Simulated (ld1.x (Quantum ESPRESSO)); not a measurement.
**zirconium (Zr): excitation energies, all-electron against TM**

* Element: zirconium (Zr)
* Generator: ld1.x (Quantum ESPRESSO) 7.5
* Type: norm-conserving Troullier–Martins (Kleinman–Bylander form)
* Functional: PBEsol
* Relativity: fully relativistic
* Frozen core: [Ar] 3d10 4s2
* Valence charge: 10
* Reference configuration: 4p6 4d3 5s1 5p0
* Partial waves: 4p (bound): rc 1.70 bohr; 4d (bound): rc 2.05 bohr; 5s (bound): rc 2.65 bohr
* Local potential: the s channel
* Core correction: none

Open shells are filled in proportion to 2j + 1 (rel_dist='average').

Energies are relative to the spin-unpolarised reference configuration 4p6 4d3 5s1 5p0; without spin polarisation the order of configurations can differ from experiment.

**Question.** Give the all-electron excitation energy and the error of the potential for: 4p6 4d2 5s2 5p0; 4p6 4d2 5s1 5p0; 4p6 4d2 5s0 5p0; 4p6 4d1 5s2 5p1; 4p6 4d2 5s0 5p2; 4p6 4d2.5 5s1.5 5p0; 4p5 4d2 5s2 5p0.

**Answer.**

| valence configuration | charge | ΔE all-electron (eV) | error AE − PS (meV) |
| --- | --- | --- | --- |
| 4p6 4d2 5s2 5p0 | 0 | -1.209 | -35 |
| 4p6 4d2 5s1 5p0 | +1 | 5.961 | -20 |
| 4p6 4d2 5s0 5p0 | +2 | 18.870 | -33 |
| 4p6 4d1 5s2 5p1 | 0 | 1.809 | -779 |
| 4p6 4d2 5s0 5p2 | 0 | 5.052 | -1140 |
| 4p6 4d2.5 5s1.5 5p0 | 0 | -0.688 | -8.3 |
| 4p5 4d2 5s2 5p0 | +1 | 36.788 | -375 |

Levels in the configuration 4p6 4d2 5s0 5p0:

```tsv
level	all-electron (eV)	pseudo (eV)
4p j=1/2	-48.083	-48.208
4p j=3/2	-46.294	-46.416
4d j=3/2	-17.358	-17.419
4d j=5/2	-17.202	-17.261
```

ld1.x printed “convergence not achieved” for 5 of the counted tests; their residual had stalled under 1e-8, short of the target of 1e-14.
